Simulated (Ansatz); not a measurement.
`FC(F)(F)[SiH2]Cl` → `FC(F)(F)Cl` + `[SiH2]` at 600 K and 1 bar (silylene formation by 1,1-elimination).

Program: Ansatz. Geometries: PBE0-D4/def2-TZVP. ΔE: electronic, gas phase. CCSD(T)/CBS is the MP2 limit (def2-TZVPP, def2-QZVPP) plus CCSD(T) − MP2 in def2-TZVPP, frozen cores. This one scheme is used for every species.

```csv
species,CCSD(T)/CBS energy (Eh),H − E (kJ/mol),S (J/(mol·K))
`FC(F)(F)[SiH2]Cl`,-1087.52884,145.4,442.1
`FC(F)(F)Cl`,-797.19793,78.0,340.3
`[SiH2]`,-290.19011,52.1,233.9
```

H − E and S are ideal-gas, rigid-rotor, harmonic terms from PBE0-D4/def2-TZVP. 1 Eh = 2625.50 kJ/mol, R = 8.31446 J/(mol·K).

Q: By hand: ΔE, ΔH, ΔS and ΔG.

A: ΔE = (-797.19793) + (-290.19011) − (-1087.52884) = 0.14080 Eh = 369.7 kJ/mol. Δ(H − E) = 78.0 + 52.1 − 145.4 = -15.3, so ΔH = 354.4 kJ/mol. ΔS = 340.3 + 233.9 − 442.1 = 132.1 J/(mol·K). ΔG = 354.4 − 600 × (132.1)/1000 = 275.1 kJ/mol.

Q: By hand: the equilibrium constant, and the temperature at which ΔG would vanish if ΔH and ΔS stayed fixed.

A: log₁₀ K = −ΔG/(RT ln 10) = -23.9. ΔG = 0 at ΔH/ΔS = 2683 K, far beyond where these terms or the molecules hold.

The number of gas molecules changes by +1, which sets the sign of ΔS. A doubt of 5 kJ/mol in ΔE shifts log₁₀ K by 0.4 here. Modes under 60 cm⁻¹, often nearly free rotors, make the harmonic entropy too high. These are equilibria of isolated gas molecules and say nothing of rates. Largest T1 diagnostic: 0.014 (customary marks: 0.02 for closed shells, 0.045 for open ones).
